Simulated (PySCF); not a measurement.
Input for PySCF: D3(BJ) and D4 dispersion corrections on ClH4P (a complex).

```python
from pyscf import gto
from pyscf.dispersion import dftd3, dftd4

mol = gto.M(
    atom='''
    Cl    0.43620900   -0.61606929   -0.34371464
    H     0.24392433    0.36085917   -1.15171167
    P     0.04043128    0.05544061    3.26339921
    H    -0.22081995    0.80297013    4.44207672
    H     0.89412677    1.04675256    2.71766025
    H    -1.10658463    0.54707564    2.59110691
    ''',
    basis='def2-svp',
    charge=0, spin=0, verbose=0, max_memory=1800)
d3, d4 = {}, {}
for xc in ['hf', 'pbe', 'blyp', 'revpbe', 'tpss', 'r2scan', 'b3lyp', 'pbe0', 'bhlyp', 'camb3lyp', 'b2plyp']:
    d3[xc] = float(dftd3.DFTD3Dispersion(mol, xc=xc, version='d3bj', atm=False).get_dispersion()['energy'])
    print(f'D3(BJ) {xc:10s} {d3[xc]:14.8f} Eh')
for xc in ['hf', 'pbe', 'blyp', 'revpbe', 'tpss', 'r2scan', 'b3lyp', 'pbe0', 'bhlyp', 'camb3lyp', 'b2plyp']:
    d4[xc] = float(dftd4.DFTD4Dispersion(mol, xc={'camb3lyp': 'cam-b3lyp'}.get(xc, xc), atm=True).get_dispersion()['energy'])
    print(f'D4     {xc:10s} {d4[xc]:14.8f} Eh')
```

The log:

```
D3(BJ) hf            -0.02239527 Eh
D3(BJ) pbe           -0.00282251 Eh
D3(BJ) blyp          -0.00601488 Eh
D3(BJ) revpbe        -0.00697853 Eh
D3(BJ) tpss          -0.00363314 Eh
D3(BJ) r2scan        -0.00085261 Eh
D3(BJ) b3lyp         -0.00492085 Eh
D3(BJ) pbe0          -0.00252277 Eh
D3(BJ) bhlyp         -0.00382251 Eh
D3(BJ) camb3lyp      -0.00239508 Eh
D3(BJ) b2plyp        -0.00232701 Eh
D4     hf            -0.00805768 Eh
D4     pbe           -0.00243158 Eh
D4     blyp          -0.00522054 Eh
D4     revpbe        -0.00724492 Eh
D4     tpss          -0.00329061 Eh
D4     r2scan        -0.00065070 Eh
D4     b3lyp         -0.00388210 Eh
D4     pbe0          -0.00210750 Eh
D4     bhlyp         -0.00294968 Eh
D4     camb3lyp      -0.00216656 Eh
D4     b2plyp        -0.00173971 Eh
```

The run finished.

Cost: very roughly 0.04 core-seconds.
